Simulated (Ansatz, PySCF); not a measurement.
C₂H₃BN₂O, SMILES OB1C=NC=N1. Atoms are numbered in the order given.

```xyz
9

O      0.1445     2.0811     0.0000
B      0.0378     0.7509     0.0000
C      1.2125    -0.3510     0.0000
N      0.6502    -1.5039     0.0000
C     -0.7858    -1.2300     0.0000
N     -1.2132    -0.0300     0.0000
H     -0.7229     2.5075     0.0000
H      2.3072    -0.2790     0.0000
H     -1.4369    -2.1163     0.0000
```

Coordinates come from a PBE0-D3(BJ)/def2-SVP optimisation. The structure was generated by enumeration, and PubChem lists no compound with its InChIKey, so it may never have been made. The values are those of a single conformer.

Two levels are set side by side: PBE-D3(BJ)/def2-SVP (Ansatz, an electronic-structure program) and PBE0-D3(BJ)/def2-SVP (Ansatz). Each level has its own optimised geometry; the coordinates shown are those of the second. Frequencies come from the Hessian of PySCF at each geometry. Differences are taken from unrounded values.

| quantity | PBE0-D3(BJ) | PBE-D3(BJ) | PBE-D3(BJ) minus PBE0-D3(BJ) |
|---|---|---|---|
| mean bond length (Å) | 1.289 | 1.300 | 0.011 |
| bond O1–B2 (Å) | 1.334 | 1.347 | 0.012 |
| bond B2–C3 (Å) | 1.611 | 1.615 | 0.004 |
| bond B2–N6 (Å) | 1.475 | 1.485 | 0.010 |
| bond C3–N4 (Å) | 1.283 | 1.297 | 0.014 |
| bond N4–C5 (Å) | 1.462 | 1.481 | 0.019 |
| bond C5–N6 (Å) | 1.274 | 1.286 | 0.012 |
| bond O1–H7 (Å) | 0.967 | 0.979 | 0.012 |
| bond C3–H8 (Å) | 1.097 | 1.106 | 0.009 |
| bond C5–H9 (Å) | 1.100 | 1.109 | 0.009 |
| highest harmonic wavenumber (cm⁻¹) | 3861 | 3679 | -182 |
| mean harmonic wavenumber (cm⁻¹) | 1299 | 1244 | -54 |
| zero-point energy (kcal/mol) | 38.99 | 37.35 | -1.64 |

GGA bonds tend to be longer and softer than those of functionals with exact exchange. Differences between two approximate levels are no errors against the true value.
